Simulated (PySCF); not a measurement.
# Relaxation of quintet IRuN

These are results of UB3LYP in PySCF with Ru def2-SVP with ECP28, N def2-SVP, I def2-SVP with ECP28; scalar-relativistic core potentials, no spin–orbit coupling; density-fitted integrals, not measurements. A (50,194) grid was used.

A hand-made linear start, of C∞v symmetry, held to at least that symmetry:

```xyz
3
charge 0 multiplicity 5, angstrom
Ru    0.0000    0.0000   -1.2481
N     0.0000    0.0000   -2.9881
I     0.0000    0.0000    1.3319
```

Task: What does it relax to?

Result: It ends at C∞v with Ru–I 2.667 Å, Ru–N 1.719 Å; I–Ru–N 180.0°. A frequency run shows 2 imaginary modes, down to 215i cm⁻¹, so it is a higher-order saddle point.

Task: How much energy is released, and in how many steps?

Result: 4.2 kJ/mol in 3 steps.

Open d and f shells are described by one determinant, and the ground state may have another occupation or spin. At this level a singlet minimum of Cs symmetry lies 238 kJ/mol below this structure. No spin–orbit coupling is included, which matters more the heavier the element.

The relaxation took about 60 core-seconds on a shared host.
